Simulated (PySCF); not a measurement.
## Spin states of MgCd

Unrestricted PBE0; basis Mg def2-SVPD, Cd def2-SVPD with ECP28; scalar-relativistic core potentials; PySCF 2.14. Outer shells of the fragments: Mg 3s2; Cd 4d10 5s2.

Followed along the bond (rough minima from three points):

| 2Ms+1 | unpaired | ⟨S²⟩ at the start | R at minimum (Å) | Te (eV) |
| --- | --- | --- | --- | --- |
| 1 | none | 0.00 | 3.57 | 0.00 |
| 3 | σ ↑, π ↑ | 2.01 | 2.73 | 1.78 |

Solutions found at the starting distance of 2.755 Å, counted from the lowest of them; the search is not exhaustive and high or unbound solutions are not listed, so other states can lie among these:

```tsv
2Ms+1	unpaired	term	E (eV)	⟨S²⟩	⟨Lz²⟩	μ (D)
1	none	¹Σ⁺	0.00	0.00	0.00	0.23
3	σ ↑, π ↑	³Π	1.51	2.01	1.00	0.14
3	σ ↑↑	³Σ⁺	1.71	2.00	0.00	-0.78
1	σ ↑, π ↓	mixed	1.80	1.02	1.01	-0.15
3	π ↑↑	³Σ⁻	3.97	2.05	0.00	-0.08
1	π ↑↓	mixed	4.15	1.01	2.01	-0.25
1	none	mixed	4.57	0.00	2.00	-0.38
3	π ↑↑	mixed	5.55	2.01	2.01	-1.63
```

A term symbol is given only where ⟨S²⟩ and ⟨Lz²⟩ are close to those of a pure state; real π, δ and φ orbitals otherwise mix terms. A positive dipole means Mg(−)Cd(+).

Problem. Compare the gap between the two lowest followed solutions at the starting distance with the gap between their minima.

Solution. At PBE0 the second solution (triplet, unpaired electrons σ ↑, π ↑) lies +1.51 eV from the first (singlet, closed shell) at 2.755 Å and +1.78 eV at the minima; the two curves relax by different amounts, since their minima lie near 2.73 and 3.57 Å.

Counting both spins, an empty level lies below a filled one in some of these solutions, because spin and occupation are held.
